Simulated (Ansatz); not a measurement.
Saddle point of BSiH5OF2, singlet (BHOF₂ ([OH][B]([F])[F]) + SiH₄ → BSiH₃F₂ ([F][B]([F])[SiH3]) + H₂O; bonds formed: B1–Si6, O2–H5; bonds broken: B1–O2, H5–Si6), PBE0-D4/def2-TZVP structure:

```json
{"atom": "B1", "x (Å)": "-0.1657", "y (Å)": "0.2474", "z (Å)": "-0.9649"}
{"atom": "O2", "x (Å)": "1.1170", "y (Å)": "1.1061", "z (Å)": "-0.8752"}
{"atom": "F3", "x (Å)": "-0.0434", "y (Å)": "-0.7315", "z (Å)": "-1.8693"}
{"atom": "F4", "x (Å)": "-1.2667", "y (Å)": "1.0270", "z (Å)": "-1.0164"}
{"atom": "H5", "x (Å)": "0.8260", "y (Å)": "0.4863", "z (Å)": "0.1151"}
{"atom": "Si6", "x (Å)": "-0.2293", "y (Å)": "-0.8235", "z (Å)": "1.0548"}
{"atom": "H7", "x (Å)": "0.8733", "y (Å)": "2.0360", "z (Å)": "-0.7667"}
{"atom": "H8", "x (Å)": "0.7912", "y (Å)": "-1.8829", "z (Å)": "1.2674"}
{"atom": "H9", "x (Å)": "-0.3605", "y (Å)": "-0.0139", "z (Å)": "2.2983"}
{"atom": "H10", "x (Å)": "-1.5419", "y (Å)": "-1.4512", "z (Å)": "0.7568"}
```

Energies are electronic, without zero-point energy. Barriers and step energies count from the start structure reached by relaxing down the imaginary mode; all methods use the PBE0-D4 structures, on which another method's saddle can fall below an end. Program: Ansatz 0.2.0. Basis: def2-TZVPP, with def2-QZVPP for the basis limit. Cores are frozen in the correlated methods. B3LYP uses VWN-RPA correlation. Extrapolation: Hartree–Fock as exp(−7.88 √X), correlation as X^−2.97.

```json
{"method": "SPW92", "barrier (eV)": "1.754", "step energy (eV)": "1.032"}
{"method": "PBE-D4", "barrier (eV)": "2.116", "step energy (eV)": "1.188"}
{"method": "BLYP-D4", "barrier (eV)": "?", "step energy (eV)": "1.367"}
{"method": "r2SCAN-D4", "barrier (eV)": "2.356", "step energy (eV)": "1.327"}
{"method": "B97M-V", "barrier (eV)": "2.549", "step energy (eV)": "1.417"}
{"method": "PBE0-D4", "barrier (eV)": "2.360", "step energy (eV)": "1.265"}
{"method": "B3LYP-D4", "barrier (eV)": "2.636", "step energy (eV)": "1.413"}
{"method": "r2SCAN0-D4", "barrier (eV)": "2.521", "step energy (eV)": "1.365"}
{"method": "BHLYP-D4", "barrier (eV)": "2.927", "step energy (eV)": "1.495"}
{"method": "CAM-B3LYP-D4", "barrier (eV)": "2.688", "step energy (eV)": "1.415"}
{"method": "wB97X-V", "barrier (eV)": "2.596", "step energy (eV)": "1.324"}
{"method": "wB97M-V", "barrier (eV)": "?", "step energy (eV)": "1.359"}
{"method": "B2PLYP", "barrier (eV)": "2.710", "step energy (eV)": "1.446"}
{"method": "PBE-QIDH", "barrier (eV)": "2.571", "step energy (eV)": "1.348"}
{"method": "RPA on PBE", "barrier (eV)": "?", "step energy (eV)": "1.398"}
{"method": "HF", "barrier (eV)": "3.653", "step energy (eV)": "1.808"}
{"method": "MP2", "barrier (eV)": "2.649", "step energy (eV)": "1.417"}
{"method": "CCSD", "barrier (eV)": "2.840", "step energy (eV)": "1.449"}
{"method": "CCSD(T)", "barrier (eV)": "2.686", "step energy (eV)": "1.392"}
```

(1) Fill in the withheld barriers. (To be estimated.)

T1 diagnostic: at most 0.013.

Results:

(1) Computed: BLYP-D4 2.472; wB97M-V 2.605; RPA on PBE 2.671 eV. Each is the energy of the saddle less that of the start structure, by the same method.

For comparison, the barrier by CCSD(T) at an estimated basis limit (MP2 extrapolated from triple and quadruple zeta, plus CCSD(T) − MP2 in triple zeta) is 2.667 eV.

Labels in which every atom is bracketed show which atoms are joined, not bond orders.

For scale, one of the runs: CCSD(T)/def2-TZVPP, 236 basis functions, launched by `ansatz run in.yaml --threads 4 --pin off --events-out ev --progress --plain --max-ram 9574MiB`. Hardware: 4 CPU threads of an Intel Xeon 6975P-C, shared host. Wall time 33 s; peak host memory 4.9 GiB.
